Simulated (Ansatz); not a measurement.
Reaction (cleavage of the Si–Si bond): `F[Si](F)(F)[SiH3]` + CH₃NH₂ → `CN[Si](F)(F)F` + SiH₄

Computed with Ansatz on PBE0-D4/def2-TZVP structures; ΔE is electronic, products minus reactants. CCSD(T)/CBS is the MP2 limit (def2-TZVPP, def2-QZVPP) plus CCSD(T) − MP2 in def2-TZVPP, frozen cores. This one scheme is used for every species. DFT in def2-TZVPP. B3LYP here is the variant with VWN-RPA as its local correlation; programs differ in this. HSE06 is defined as in plane-wave codes. Each species was taken in one conformer, which may not be the lowest.

| level | ΔE (kcal/mol) | difference from CCSD(T)/CBS |
| --- | --- | --- |
| revPBE-D4 | -16.0 | 4.6 |
| BLYP-D4 | -18.2 | 2.4 |
| PBE0-D4 | -17.8 | 2.8 |
| r2SCANh-D4 | -20.3 | 0.3 |
| HSE06-D4 | -17.8 | 2.8 |
| BHLYP-D4 | -22.3 | -1.7 |
| B2PLYP | -20.7 | -0.1 |
| BLYP | -17.1 | 3.5 |
| B3LYP | -19.3 | 1.3 |
| HSE06 | -17.5 | 3.1 |
| BHLYP | -22.2 | -1.6 |
| HF/def2-TZVPP | -24.7 | -4.1 |
| SCS-MP2/def2-TZVPP | -22.7 | -2.1 |
| CCSD/def2-TZVPP | -21.8 | -1.2 |
| CCSD(T)/def2-TZVPP | -21.2 | -0.6 |
| SCS-MP2/def2-QZVPP | -22.4 | -1.8 |
| CCSD(T)/CBS | -20.6 | 0 |

Problem. What do rigid-rotor, harmonic-oscillator terms from PBE0-D4/def2-TZVP frequencies (298.15 K, 1 bar) make of the CCSD(T)/CBS value? (Best estimate.)

Solution. The calculation gave: ΔZPE = -1.9 kcal/mol, ΔH = -22.4 kcal/mol, ΔS = -15 J/(mol·K), ΔG = -21.4 kcal/mol. Modes under 50 cm⁻¹ make the entropy rough.

Largest T1 diagnostic among the species: 0.013.

In def2-TZVPP, CCSD(T) changes the Hartree–Fock value by +3.5 kcal/mol (the triples alone add +0.6 kcal/mol) and MP2 by +2.1 kcal/mol. From BLYP to BHLYP (50 % exact exchange), in def2-TZVPP and without D4, ΔE moves by −5.0 kcal/mol. At CCSD(T), def2-SVP lies −1.7 kcal/mol from the extrapolated value and def2-TZVPP −0.6 kcal/mol.
